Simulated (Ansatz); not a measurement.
One change: `[Cl][Ga]([Cl])[Br]` becomes `[Cl][In]([Cl])[Br]`.

Ansatz, PBE0-D4/def2-TZVP geometries, multiplicity 1. 

Elements past krypton have def2 core potentials. Scalar relativity is left out up to krypton.

| property | `[Cl][Ga]([Cl])[Br]` |
| --- | --- |
| HOMO–LUMO gap (PBE/def2-TZVPP) / eV | 4.72 |
| HOMO energy (PBE0/def2-TZVPP) / eV | -9.01 |
| LUMO energy (B3LYP/def2-TZVPP) / eV | -2.36 |
| HOMO–LUMO gap (B3LYP/def2-TZVPP) / eV | 6.36 |
| HOMO energy (B3LYP/def2-TZVPP) / eV | -8.72 |
| zero-point energy (PBE0-D4/def2-TZVP) / kJ/mol | 9.2 |

(1) What does the change do to each property? (An estimate is asked.)

## Answers

(1) The calculation gave: 
| property | `[Cl][In]([Cl])[Br]` | shift |
| --- | --- | --- |
| HOMO–LUMO gap (PBE/def2-TZVPP) / eV | 3.90 | -0.82 |
| HOMO energy (PBE0/def2-TZVPP) / eV | -8.98 | 0.03 |
| LUMO energy (B3LYP/def2-TZVPP) / eV | -3.22 | -0.86 |
| HOMO–LUMO gap (B3LYP/def2-TZVPP) / eV | 5.47 | -0.89 |
| HOMO energy (B3LYP/def2-TZVPP) / eV | -8.69 | 0.03 |
| zero-point energy (PBE0-D4/def2-TZVP) / kJ/mol | 7.7 | -1.5 |

B3LYP here is the variant with VWN-RPA as its local correlation; programs differ in this.

Spin–orbit coupling is left out; it splits and shifts lone-pair levels of the heavy atoms by tenths of an eV.
